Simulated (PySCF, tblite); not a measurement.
Isomers of C5H8Si. Method: GFN2-xTB as coded in tblite; computed harmonic values from a numerical Hessian at the method's own geometry, unscaled. Errors from tens to a few hundred cm⁻¹ against measured bands are possible. Modes of hydrogen on silicon can be 10 to 20 % off. One conformer each.

Electronic energies: PBE0/pcSseg-1 single points on the GFN2-xTB geometries (PySCF, gas phase).

```json
{"SMILES": "CC1=CC=C[SiH2]1", "electronic energy, lowest = 0 (kcal/mol)": "0.0"}
{"SMILES": "CC#C[SiH]1CC1", "electronic energy, lowest = 0 (kcal/mol)": "30.5"}
{"SMILES": "C#C[SiH2]/C=C\\C", "electronic energy, lowest = 0 (kcal/mol)": "30.7"}
```

Question: How do GFN2-xTB zero-point energies change the relative energies?

Answer: 
```tsv
SMILES	ZPE (kcal/mol)	of it from modes above 1550 cm⁻¹	electronic (kcal/mol)	with ZPE, lowest = 0 (kcal/mol)	lowest mode (cm⁻¹)	rings
CC1=CC=C[SiH2]1	67.1	37.0	0.0	0.0	111	1
CC#C[SiH]1CC1	67.4	37.0	30.5	30.8	23	1
C#C[SiH2]/C=C\C	65.0	38.2	30.7	28.6	42	0
```

The zero-point energies span 2.4 kcal/mol, from `C#C[SiH2]/C=C\C` to `CC#C[SiH]1CC1`. The lowest isomer stays, but the order above it changes.

Question: And how do the electronic energies of GFN2-xTB itself compare?

Answer: `CC1=CC=C[SiH2]1` 0.0; `CC#C[SiH]1CC1` 40.0; `C#C[SiH2]/C=C\C` 32.6 kcal/mol, lowest = 0. Against the energies above, taken from the same isomer `CC1=CC=C[SiH2]1`, the largest difference is 9.5 kcal/mol.
